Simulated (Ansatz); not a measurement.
Geometry optimisation, Ansatz 0.2.0, UKS B3LYP-D4/6-31G*.

The input (input.yaml):

```yaml
crystal:
  periodic: [false, false, false]
  atoms:
    - { symbol: O, position_ang: [-0.7444, 0.9726, -1.1808] }
    - { symbol: Si, position_ang: [0.2961, 0.6413, -0.0098] }
    - { symbol: C, position_ang: [0.7385, -1.007, 0.2783] }
    - { symbol: "N", position_ang: [-0.3783, -0.8818, 0.5811] }
    - { symbol: H, position_ang: [-1.5698, 0.4309, -1.1585] }
    - { symbol: H, position_ang: [0.2008, 1.6025, 1.1263] }
    - { symbol: H, position_ang: [1.5184, -1.8265, 0.3177] }
magnetization:
  spin_polarized: true
basis:
  gaussian: { orbitals: "6-31G*" }
hamiltonian:
  xc: b3lyp
  dispersion: d4
relax:
  f_tol: 0.02
  max_steps: 40
```

Command:

```bash
$ ansatz run input.yaml --threads 2 --pin off --max-ram 3072MiB --backend cpu --events-out ev --progress --plain --runs-dir out
```

Where does it end, and by what steps?

It converged. After 12 steps the energy has fallen by 1.168 eV; H5 moved furthest, 0.55 Å. The start is strongly strained (largest force component 10 eV/Å).

| step | energy less start (eV) | largest force component (eV/Å) | accepted |
| --- | --- | --- | --- |
| 0 | 0.0000 | 10.157 | yes |
| 1 | -0.8211 | 2.846 | yes |
| 2 | -1.0232 | 1.141 | yes |
| 3 | -1.0997 | 0.517 | yes |
| 4 | -1.0724 | 1.992 | no |
| 5 | -1.1279 | 0.173 | yes |
| 6 | -1.1465 | 0.162 | yes |
| 7 | -1.1362 | 1.125 | no |
| 8 | -1.1574 | 0.137 | yes |
| 9 | -1.1657 | 0.073 | yes |
| 10 | -1.1656 | 0.100 | no |
| 11 | -1.1679 | 0.033 | yes |
| 12 | -1.1680 | 0.012 | yes |

```xyz
7
Properties=species:S:1:pos:R:3
O -0.982 1.104 -1.005
Si -0.012 0.557 0.212
C 0.796 -1.022 0.274
N -0.284 -1.024 0.999
H -1.300 0.447 -1.640
H 0.363 1.731 1.009
H 1.480 -1.861 0.105
```

Whether the end is a true minimum wasn't checked by a vibrational analysis.

Run time: 50 s on 2 threads of Arm Neoverse N1 (shared host), peak memory 0.18 GiB.
